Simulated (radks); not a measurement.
Task: The caesium ion Cs+, [Xe]. All-electron calculation, non-relativistic Kohn-Sham, exchange-only B88, spin-polarised, spherical densities, point nucleus. Program: a radial shooting solver on a logarithmic mesh with Libxc functionals. Every spin shell is full or empty, so the densities are truly spherical. Functionals are evaluated on that one density, not self-consistently. Rank these exchange functionals by their error against the exact value of the orbitals, and give that value: LDA, PBE, PW86, WC, AM05, revTPSS, r2SCAN, MVS.

Result: Exact: -183.925 hartree. From best to worst, with 100 (|E| - |E exact|)/|E exact| (equal figures are ties): MVS +0.05, r2SCAN -0.13, PW86 -0.25, PBE -0.44, WC -0.84, revTPSS -0.94, AM05 -4.39, LDA -4.69.
